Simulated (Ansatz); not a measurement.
CH$_{8}$B$_{2}$SSi, relaxed with RKS PBE-D4/def2-SVP in Ansatz from a rough embedded geometry. The force threshold is 0.03 eV/Å; the program also tests the step.

The species carries charge 0 and has multiplicity 1. The bonds changed during the relaxation, so this is another structure than the one it started from.

Start:

```xyz
13

B    -1.992   -1.388   -0.294
Si   -1.338   -0.120    0.947
S    -0.695    1.601   -0.117
B     0.784    0.809   -0.924
C     2.201    0.756   -0.117
H    -2.020   -1.240   -1.467
H    -2.420   -2.463    0.094
H    -2.424    0.271    1.837
H    -0.256   -0.662    1.718
H     0.666    0.204   -1.893
H     2.938    1.231   -0.737
H     2.462   -0.268    0.107
H     2.093    1.269    0.845
```

Task: By how much does the energy fall, and how many steps does the optimiser take? (Best estimate.)

Result: The calculation gave: 210.29 kJ/mol, in 49 steps, 3 of them rejected.

Task: Which bonds change most? (An estimate is asked.)

Result: Computed: B1–H10 from 3.486 to 1.300 Å; B1–B4 from 3.595 to 1.814 Å; B1–Si2 from 1.891 to 2.013 Å; B1–H6 from 1.182 to 1.300 Å.

Task: Give the relaxed structure. (Estimate.)

Result: The calculation gave: 
```xyz
13

B    -0.844   -0.873   -0.400
Si   -1.736   -0.266    1.299
S    -0.021    1.102    1.550
B     0.485    0.309   -0.038
C     1.809    0.665   -0.817
H    -0.601    0.263   -0.983
H    -1.046   -1.660   -1.299
H    -3.032    0.495    1.209
H    -1.831   -1.227    2.454
H     0.361   -1.126    0.017
H     1.942    0.082   -1.749
H     2.693    0.491   -0.167
H     1.821    1.745   -1.075
```
